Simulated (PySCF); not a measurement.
**Bromine: a sound run and one with changed settings**

Sound run: Br²⁺ [Ar] 3d10 4s2 4p3, Br³⁺ [Ar] 3d10 4s2 4p2. Computed with PySCF 2.14 in def2-SVP, with no relativity, point nucleus. In the sound run the correlated levels freeze [Ar] 3d10. The sound run starts from symmetry-adapted Hartree-Fock orbitals and uses a fine grid where one is needed.

Changed run: initial guess 1e, at most 50 SCF cycles.

```tsv
species	method	sound run (hartree)	changed run (hartree)	converged
Br²⁺	UHF	-2570.93895	-2570.93895	yes
Br²⁺	PBE0	-2572.27638	-2572.27638	yes
Br²⁺	CCSD(T)	-2571.01746	-2571.01746	yes
Br³⁺	MN15	-2571.59452	-2571.59452	yes
Br³⁺	MP2	-2569.71744	-2569.71744	yes
```

Here the plain start reaches the same solutions.
